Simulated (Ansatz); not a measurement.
Cost and result up the ladder for Cu13Cl2 (relaxed from a model of Cu13(Cl)2, whose bonding it doesn't keep) (15 atoms). Total charge 0; doublet. Geometry: r2SCAN-D4/def2-SVP.

Cartesian coordinates in Å:
```
Cu 0.113 -0.005 0.233
Cu 1.595 -1.721 -0.426
Cu -0.985 -1.893 -0.778
Cu 1.190 1.890 1.224
Cu -1.288 1.709 1.053
Cu -0.114 0.230 2.578
Cu 0.188 -1.957 1.622
Cu 0.035 1.941 -1.184
Cu 0.373 -0.241 -2.134
Cu -1.905 0.313 -1.013
Cu -1.889 -0.835 1.172
Cu 2.103 0.826 -0.730
Cu 2.091 -0.325 1.495
Cl 0.714 -2.715 -2.331
Cl -2.224 2.783 -0.782
```

Ansatz on 2 threads of AMD EPYC 7R13 on a shared host and a share (18 GiB) of an NVIDIA H100 80GB HBM3. Times are rough, and most runs start from the orbitals of an earlier one. No level here is sound enough to serve as a yardstick. Binding counts from free atoms at the same level (Cu doublet, Cl doublet; other spins of the atoms weren't run), without zero-point energy or a counterpoise term.

The 6-31G sets use Cartesian d functions. B3LYP takes the VWN-RPA correlation. Single mean-field runs in def2-SVP, def2-TZVP are fitted with def2-universal-jkfit. No other spin state of charge 0 was run.

Run but left out: HF/6-31G, HF/def2-TZVP, PBE0-D4/def2-TZVP, r2SCAN0-D4/def2-TZVP (⟨S²⟩ 1.08 to 1.92, where a pure state has 0.75).

| level | functions | wall time | binding energy per atom (eV) | remarks |
| --- | --- | --- | --- | --- |
| PBE-D4/def2-SVP | 439 | 12 s | 3.21 | – |
| BLYP-D4/def2-TZVP | 659 | 16 s | 2.32 | – |
| PBE0-D4/def2-SVP | 439 | 17 s | 2.74 | spin-contaminated (⟨S²⟩ 1.04) |
| PBE-D4/def2-TZVP (with forces) | 659 | 18 s | 2.56 | – |
| r2SCAN-D4/def2-TZVP (with forces) | 659 | 21 s | 2.62 | spin-contaminated (⟨S²⟩ 1.02) |
| B3LYP-D4/6-31G | 403 | 32 s | 3.78 | – |
